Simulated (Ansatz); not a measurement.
The cluster Ag₂O. The state is a singlet with charge 0. Geometry PBE0-D4/def2-TZVP.

Cartesian coordinates in Å:
```
Ag -0.823 -1.313 0.253
Ag 0.092 1.560 0.154
O 0.730 -0.247 -0.407
```

In the def2 sets Ag takes a core potential; there is no spin–orbit coupling. The restricted singlet is unstable towards broken spin symmetry in Hartree–Fock (as tested in another run); at BHLYP-D4/def2-TZVP this wasn't settled. The structure comes from a short search, and lower isomers may exist.

Estimate the orbital energies around the gap (eV) in Ansatz with PBE-D4/def2-TZVP, PBE-D4/def2-TZVPD, r2SCAN-D4/def2-TZVPD, PBE0-D4/def2-TZVP, BHLYP-D4/def2-TZVP.


| orbital | PBE-D4/def2-TZVP | PBE-D4/def2-TZVPD | r2SCAN-D4/def2-TZVPD | PBE0-D4/def2-TZVP | BHLYP-D4/def2-TZVP |
| --- | --- | --- | --- | --- | --- |
| HOMO−5 | -7.51 | -7.52 | -7.70 | -9.14 | -10.77 |
| HOMO−4 | -7.39 | -7.39 | -7.62 | -9.08 | -10.76 |
| HOMO−3 | -7.36 | -7.37 | -7.58 | -9.03 | -10.67 |
| HOMO−2 | -5.68 | -5.69 | -5.68 | -6.42 | -7.22 |
| HOMO−1 | -5.38 | -5.39 | -5.41 | -6.27 | -7.21 |
| HOMO | -4.91 | -4.92 | -5.01 | -6.03 | -7.15 |
| LUMO | -3.64 | -3.65 | -3.37 | -2.62 | -1.84 |
| LUMO+1 | -3.02 | -3.02 | -2.71 | -2.04 | -1.33 |
| LUMO+2 | -0.67 | -0.70 | -0.35 | 0.06 | 0.61 |
| LUMO+3 | -0.41 | -0.49 | -0.13 | 0.29 | 0.80 |
| LUMO+4 | 0.33 | 0.33 | 0.74 | 1.01 | 1.46 |
| LUMO+5 | 0.79 | 0.73 | 1.17 | 1.44 | 1.87 |
